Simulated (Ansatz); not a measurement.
A nudged elastic band was laid between two geometries of H$_{4}$OSn (6 atoms, charge 0, multiplicity 1).

Computed with Ansatz, RKS PBE0-D4/def2-SVP.

```
movable images  : 5
climbing image  : yes
spring          : 5.0 eV/Å²
optimiser       : quadratic models (default)
start path      : through a guess of the saddle point
force threshold : 0.05 eV/Å
iteration limit : 60
end points      : relaxed
```

Image 0:

```xyz
6
Properties=species:S:1:pos:R:3
Sn 0.171 -0.046 0.290
H -0.023 -0.038 1.996
O 2.114 -0.050 -0.149
H 2.583 -0.775 0.277
H -0.383 1.396 -0.431
H -0.561 -1.439 -0.396
```

Image 6:

```xyz
6
Properties=species:S:1:pos:R:3
Sn -0.660 0.589 0.295
H 1.499 -1.019 1.352
O 1.557 -0.102 1.052
H 2.046 -0.147 0.219
H 0.265 0.880 -1.213
H -0.806 -1.153 -0.118
```

(1) What changes between the two ends?

(2) What energy profile does the band end with?

(3) What is the geometry of the highest image?

## Answers

(1) Bonds broken: Sn1–H2. Bonds formed: H2–O3.

(2) The forces met the threshold. The highest image is number 2 of 0 to 6, 2.00 eV above the first end and 1.96 eV above the last; the last end lies 0.04 eV above the first. Neighbouring images differ by up to 1.7 eV, so the band resolves the path poorly. A vibrational analysis at the climbing image gives one clearly imaginary mode, 1296i cm⁻¹: a first-order saddle point. The orbitals stay closed-shell, which can raise the energy where a bond breaks towards radicals; this wasn't checked here.

```csv
image,path coordinate (Å),energy (eV),Sn1–H2 (Å),H2–O3 (Å)
0,0.00,0.00,1.72,3.03
1,0.72,0.59,1.69,2.36
2,1.43,2.00,1.76,1.54
3,2.13,0.32,2.34,0.98
4,2.83,0.06,2.91,0.96
5,3.53,0.05,2.93,0.97
6,4.23,0.04,2.89,0.97
```

(3) 
```xyz
6
Properties=species:S:1:pos:R:3
Sn -0.202 -0.009 0.339
H 0.972 -0.054 1.646
O 1.971 0.022 0.481
H 2.340 -0.869 0.384
H -0.579 1.353 -0.647
H -0.601 -1.395 -0.618
```

Time of the run: 3.3 min on 1 thread of Arm Neoverse N1 (shared host), peak memory 0.12 GiB.
